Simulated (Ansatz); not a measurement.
```yaml
atoms:
  - { symbol: C, position_ang: [-0.0008, -0.0538, -0.5842] }
  - { symbol: N, position_ang: [-0.0025, -0.0770, 0.6895] }
  - { symbol: H, position_ang: [0.0057, 0.8886, 1.0650] }
  - { symbol: H, position_ang: [0.0093, -0.9926, -1.1369] }
  - { symbol: H, position_ang: [-0.0026, 0.8638, -1.1980] }
```

Basis set: cc-pVDZ (spherical functions). Correlated methods keep 2 orbitals frozen. Charge 0, multiplicity 1.

Computed with Ansatz (development build ahead of 0.2.0); each method stands on the lowest determinant of its kind that the runs found. Restricted open shells among the atoms or ions are ROHF, correlated in semicanonical orbitals with singles.

The atomization energy at this shape (free ground-state atoms in the same class of orbitals less the molecule, no zero-point energy) of singlet CH3N:

```tsv
method	atomization energy
RHF	12.78 eV
```

(1) What does RHF-MP2 give?

Answers

(1) 17.51 eV.
